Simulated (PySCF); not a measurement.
Two species compared at the same levels of theory.

First species: C8H13NO.
Geometry (GFN2-xTB, Å), atoms numbered from 1 in this order:
```
atom  x, y, z in Å
C1     2.051   -0.886   -0.749
C2     1.555   -0.158    0.458
C3     0.327    0.292    0.691
C4    -0.019    1.018    1.958
C5    -0.830    0.162   -0.284
C6    -0.680    1.166   -1.447
C7    -0.797    2.520   -0.983
N8    -0.898    3.594   -0.601
O9    -0.960   -1.115   -0.885
C10   -1.278   -2.133    0.028
H11    2.560   -1.799   -0.441
H12    1.246   -1.147   -1.428
H13    2.781   -0.269   -1.275
H14    2.308    0.008    1.219
H15    0.854    1.123    2.596
H16   -0.791    0.479    2.509
H17   -0.406    2.011    1.727
H18   -1.766    0.390    0.257
H19   -1.464    0.969   -2.184
H20    0.293    1.030   -1.924
H21   -0.491   -2.258    0.780
H22   -2.226   -1.924    0.539
H23   -1.374   -3.048   -0.554
```

Second species: C₄H₁₂OSi₃.
InChI=1S/C4H12OSi3/c1-2-8-4(6,7)3-5/h2-3H,1,8H2,6-7H3

Levels: PBE0/pcSseg-1 for dipole moment, HOMO energy, LUMO energy and HOMO–LUMO gap; GFN2-xTB for rotational constant A and rotational constant C. Geometries: GFN2-xTB. Each structure is a single optimised conformer of the isolated species, non-relativistic unless stated; the electronic structure was computed with PySCF and density fitting.

Dipoles, sizes and rotational constants follow the conformer. The torsions of the flexible species, by atom-mapped SMILES:
- `[CH3:1]/[CH:2]=[C:3](/[CH3:4])[C@@H:5]([CH2:6][C:7]#[N:8])[O:9][CH3:10]`: C2–C3–C5–C6 -75°, C3–C5–C6–C7 -66°, C3–C5–O9–C10 65°
- `[CH2:1]=[CH:2][SiH2:3][C:4]([SiH3:5])([SiH3:6])[CH:7]=[O:8]`: C1–C2–Si3–C4 125°, C2–Si3–C4–Si5 62°, Si3–C4–C7–O8 1°

```
             property   column X   column Y
        dipole moment     3.82 D     2.62 D
          HOMO energy   -7.17 eV   -7.66 eV
          LUMO energy    0.15 eV   -1.17 eV
        HOMO–LUMO gap    7.32 eV    6.49 eV
rotational constant A  1.625 GHz  1.327 GHz
rotational constant C  0.872 GHz  0.814 GHz
```

(1) Which column belongs to which species?

(2) How does each property change from the first species to the second?

## Answers

(1) Column X is the first species and column Y the second. The first has 23 atoms and 76 electrons, the second 20 and 86.

(2) dipole moment -1.20 D; HOMO energy -0.49 eV; LUMO energy -1.32 eV; HOMO–LUMO gap -0.83 eV; rotational constant A -0.298 GHz; rotational constant C -0.058 GHz.

On the first: A dipole of 3.82 D is allowed in C1, and pure rotational transitions are dipole-allowed. The dipole matches unit charges of opposite sign 0.80 Å apart (1 e·Å = 4.8032 D).

On the second: The dipole equals about 8.8 × 10⁻³⁰ C·m (1 D = 3.33564 × 10⁻³⁰ C·m).
